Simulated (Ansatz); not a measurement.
CH₃ILi (charge +1), singlet: a pair in one relaxed arrangement.

in.yaml

```yaml
crystal:
  periodic: [false, false, false]
  atoms:
    - {symbol: Li, position_ang: [0.072872, -0.415145, -2.972712]}
    - {symbol: C, position_ang: [-0.187093, 0.041399, 0.761444]}
    - {symbol: I, position_ang: [1.277581, 0.376115, -0.771739]}
    - {symbol: H, position_ang: [-0.392710, -1.023306, 0.790839]}
    - {symbol: H, position_ang: [0.289446, 0.383946, 1.674989]}
    - {symbol: H, position_ang: [-1.060197, 0.636990, 0.517180]}
basis:
  gaussian: {orbitals: "def2-TZVPPD.json"}
total_charge: 1
hamiltonian: {xc: {name: wB97X-V}}
```

The basis file named in the input lies beside it (Basis Set Exchange, JSON).

Run by:

```bash
ansatz run in.yaml --threads 2 --pin off --events-out ev --progress --plain --max-ram 5222MiB
```

What Ansatz 0.2.0 printed:

```
Functional definition: wB97X-V
  name "wB97X-V"
  cite "Mardirossian & Head-Gordon, Phys. Chem. Chem. Phys. 16, 9904 (2014) doi:10.1039/C3CP54374A"
  cite "Becke, J. Chem. Phys. 107, 8554 (1997) doi:10.1063/1.475007"
  cite "Vydrov & Van Voorhis, J. Chem. Phys. 133, 244103 (2010) doi:10.1063/1.3521275"
  parameter omega = 0.3/bohr
  parameter cx = 0.167
  parameter cx1 = 0.603
  parameter cx2 = 1.194
  parameter css0 = 0.556
  parameter css1 = -0.257
  parameter cos0 = 1.219
  parameter cos1 = -1.850
  parameter b = 6.0
  parameter c = 0.01
  exchange = spin_sum(e_x_unif_sr(omega)*poly(b97_u_x, 1 - cx, cx1, cx2)) + cx*exact_x_sr(omega) + exact_x_lr(omega)
  correlation = spin_sum(e_c_pw_same_spin*poly(b97_u_same, css0, css1))
      + integral(e_c_pw_opposite_spin*poly(b97_u_opposite, cos0, cos1)) + vv10(b, c)
950 factors; their error is unknown
316 factors; integrals over basis functions are off by at most 3.5e-5 eV
mean field evaluation 1: about -9381.0434 eV, gradient 4.6e1 eV
mean field evaluation 2: about -9382.3830 eV, gradient 3.9e1 eV
mean field evaluation 4: about -9385.7466 eV, gradient 1.2e0 eV
mean field evaluation 8: about -9385.8921 eV, gradient 6.4e-1 eV
mean field evaluation 16: about -9385.8926 eV, gradient 2.2e-5 eV
mean field -9385.89256007 eV, -344.9251895960 hartree, gradient 2.2e-5 eV, S^2 0.000000; 0 other end points of the search recorded, 0 dependent functions left out
reference -9385.89255785 eV, -344.9251895146 hartree; 18, 18 occupied and 151, 151 virtual orbitals, 950 factors
Total energy: -9385.89255785 eV, -344.9251895146 hartree
```

The lines “mean field evaluation” count trial sets of orbitals through the whole run, from several starts and some on an approximate energy, so they need not fall steadily or lie above the final value.

The run took about 5.5 s on 2 CPU threads of an Intel Xeon Platinum 8375C (shared host).
